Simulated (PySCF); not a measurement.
C₄H₇BFN, SMILES CB(F)C=C=CN.

Coordinates come from a B3LYP-D3(BJ)/def2-SVP optimisation. The structure was generated by enumeration; whether it is a known compound was not checked. The values are those of a single conformer.

Two levels are set side by side: PBE/def2-TZVP (PySCF) and M06-2X/def2-TZVP (PySCF). Same geometry, gas phase. Differences are taken from unrounded values.

```tsv
quantity	PBE
orbital gap (eV)	2.82
highest occupied level (eV)	-5.00
lowest empty level (eV)	-2.18
dipole moment (D)	2.94
mean polarisability (bohr³)	76.9
```

These are the PBE values. What does M06-2X give? (The exact figures need the calculation; the answer reports its results.)


| quantity | M06-2X | PBE minus M06-2X |
|---|---|---|
| orbital gap (eV) | 7.01 | -4.20 |
| highest occupied level (eV) | -7.41 | 2.41 |
| lowest empty level (eV) | -0.40 | -1.78 |
| dipole moment (D) | 2.88 | 0.06 |
| mean polarisability (bohr³) | 72.6 | 4.3 |

PBE's occupied levels lie high since its potential decays too fast outside the molecule; exact exchange lowers them and widens the gap. PBE's more diffuse valence density responds more strongly to a field. Differences between two approximate levels are no errors against the true value.

Rough cost on one machine, each run with all the roots and properties that it gave: M06-2X against PBE about 4 times.
